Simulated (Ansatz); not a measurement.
Molecule: difluoro-bis(prop-2-enyl)silane, C₆H₁₀F₂Si (charge 0, singlet). 
Structure (B3LYP-D3(BJ)/def2-TZVP (Ansatz, a program for electronic structure) minimum search):
SMILES: C([Si](F)(F)CC=C)C=C
```xyz
19

C      3.1126    -0.2929    -1.3826
C      2.6192     0.2464    -0.2738
C      1.7619    -0.4651     0.7268
Si    -0.0242     0.0576     0.6100
F     -0.1087     1.6385     0.8487
F     -0.8335    -0.6222     1.8092
C     -0.8453    -0.3563    -1.0082
C     -2.2223     0.2210    -1.1281
C     -3.3510    -0.4742    -1.0655
H      2.9481    -1.3357    -1.6304
H      3.7039     0.2879    -2.0780
H      2.8104     1.2959    -0.0697
H      1.8088    -1.5483     0.5817
H      2.0985    -0.2596     1.7481
H     -0.1927     0.0196    -1.8030
H     -0.8702    -1.4461    -1.1021
H     -2.2727     1.2993    -1.2450
H     -4.3158     0.0106    -1.1343
H     -3.3505    -1.5510    -0.9399
```
Charge 0, spin multiplicity 1.

Basis-set convergence of Hartree-Fock and MP2 correlation energies (hartree) with Ansatz. Cores are frozen in the correlated levels unless marked. No spin-orbit coupling. Non-relativistic.

| basis | functions | E(HF) | E(corr, MP2) |
|---|---|---|---|
| cc-pV(D+d)Z | 185 | -720.97977 | -1.27723 |
| cc-pV(T+d)Z | 419 | [?] | [?] |

Problem. What belongs in the gaps?

Solution. 
- cc-pV(T+d)Z, E(HF): -721.14183
- cc-pV(T+d)Z, E(corr, MP2): -1.60712
